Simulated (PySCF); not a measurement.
C4H6ClF, SMILES CC/C(F)=C/Cl. Atoms are numbered in the order given.

```xyz
12

C      2.5738    -0.3495     1.0138
C      1.4997    -1.1131     0.2335
C      0.3398    -0.2439    -0.1401
F      0.6845     0.8126    -0.8875
C     -0.9326    -0.4324     0.2128
Cl    -2.2008     0.6327    -0.2653
H      2.9385     0.5099     0.4314
H      2.1719     0.0305     1.9661
H      3.4317    -1.0016     1.2367
H      1.9324    -1.5202    -0.6972
H      1.1238    -1.9692     0.8142
H     -1.2294    -1.2845     0.8252
```

Geometry: ωB97X-D3(BJ)/def2-SVP. The structure was generated by enumeration; whether it is a known compound was not checked. Other conformers were not sampled.

The numbers are results of ωB97X-D3(BJ)/def2-SVP in PySCF, not measurements.

Frequencies are harmonic and unscaled.

**Question.** Give all harmonic wavenumbers and intensities. (Estimate from the structure and the level; the computed values follow.)

**Answer.** 
| mode | ν (cm⁻¹) | IR (km/mol) | moving atoms (share of kinetic energy) |
|---|---|---|---|
| 1 | 78 | 0.2 | C 41 %, H 26 %, F 23 %, Cl 11 % |
| 2 | 156 | 0.2 | C 54 %, H 20 %, Cl 18 %, F 9 % |
| 3 | 187 | 0.3 | H 47 %, F 20 %, Cl 17 %, C 17 % |
| 4 | 241 | 1.2 | H 52 %, F 28 %, Cl 12 %, C 9 % |
| 5 | 318 | 1.2 | C 57 %, H 24 %, F 15 % |
| 6 | 369 | 1.1 | C 34 %, H 27 %, Cl 25 %, F 14 % |
| 7 | 539 | 6.4 | C 58 %, H 18 %, F 15 %, Cl 9 % |
| 8 | 664 | 1.7 | C 72 %, H 20 % |
| 9 | 790 | 2.9 | H 81 %, C 17 % |
| 10 | 816 | 24.8 | H 76 %, C 23 % |
| 11 | 863 | 15.6 | C 60 %, F 20 %, H 11 %, Cl 9 % |
| 12 | 901 | 56.4 | C 58 %, H 24 %, F 10 % |
| 13 | 1012 | 23.4 | H 51 %, C 38 %, F 10 % |
| 14 | 1098 | 14.1 | H 52 %, C 47 % |
| 15 | 1102 | 0.1 | H 55 %, C 45 % |
| 16 | 1200 | 30.0 | H 69 %, C 27 % |
| 17 | 1276 | 7.0 | H 79 %, C 20 % |
| 18 | 1346 | 14.9 | H 64 %, C 33 % |
| 19 | 1395 | 42.4 | C 58 %, H 37 % |
| 20 | 1413 | 2.6 | H 73 %, C 27 % |
| 21 | 1459 | 7.2 | H 91 %, C 9 % |
| 22 | 1478 | 8.5 | H 97 % |
| 23 | 1494 | 10.8 | H 92 %, C 8 % |
| 24 | 1802 | 44.2 | C 96 % |
| 25 | 3074 | 21.3 | H 97 % |
| 26 | 3080 | 11.7 | H 94 % |
| 27 | 3147 | 4.6 | H 91 %, C 9 % |
| 28 | 3170 | 18.7 | H 90 %, C 10 % |
| 29 | 3179 | 13.3 | H 90 %, C 10 % |
| 30 | 3269 | 11.3 | H 91 %, C 9 % |
